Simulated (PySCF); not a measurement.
Computed IR spectrum (relative IR intensity) of a molecule C3H9AlO. Geometry: PBE-D3(BJ)/def2-SVP. The values are those of a single conformer. Level of theory: PySCF 2.14.0 with PBE-D3(BJ)/def2-SVP. Frequencies are harmonic and unscaled.

| ν (cm⁻¹) | relative intensity |
|---|---|
| 204 | 3.0 |
| 382 | 3.2 |
| 425 | 18 |
| 553 | 6.8 |
| 632 | 35 |
| 654 | 34 |
| 686 | 2.8 |
| 758 | 72 |
| 929 | 11 |
| 1070 | 3.6 |
| 1131 | 14 |
| 1162 | 11 |
| 1168 | 100 |
| 1266 | 3.8 |
| 1361 | 16 |
| 1403 | 2.6 |
| 1447 | 2.0 |
| 1862 | 67 |
| 2898 | 27 |
| 2951 | 16 |
| 2968 | 6.3 |
| 3060 | 10 |
| 3068 | 6.8 |

**Question.** Which structure fits?
(A) C[CH2][Al]([CH3])[OH]
(B) C[O][Al]([CH3])[CH3]
(C) CC[O][AlH][CH3]
(D) C[CH2][AlH][O]C

**Answer.** C, CC[O][AlH][CH3]
